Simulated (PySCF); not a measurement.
SnHCl, SMILES [SnH][Cl] (connectivity only; charge and spin as stated), neutral, multiplicity 1. Atoms are numbered in the order given.

```xyz
3

Sn     0.0366    -0.5914     0.0000
H     -1.7382    -0.7184     0.0000
Cl    -0.0055     1.7815     0.0000
```
Charge 0, spin multiplicity 1.

Geometry: r2SCAN-D4/def2-TZVP. The def2 effective core potentials stand for the cores of Sn; spin–orbit coupling is left out.

Level of theory: PySCF with B3LYP/def2-TZVPD.

Mulliken values depend strongly on the basis, most of all with diffuse functions as here. ESP charges are fitted to the potential on shells at 1.4 to 2.0 van der Waals radii. Atomic charges (e):

```json
[
 {"atom": "Sn1", "Mulliken": "0.55", "ESP fit": "?"},
 {"atom": "H2", "Mulliken": "-0.11", "ESP fit": "?"},
 {"atom": "Cl3", "Mulliken": "-0.43", "ESP fit": "?"}
]
```

Some entries are withheld; supply them. (Estimate from the structure and the level; the computed values follow.)


- Sn1, ESP fit: 0.36
- H2, ESP fit: -0.11
- Cl3, ESP fit: -0.25
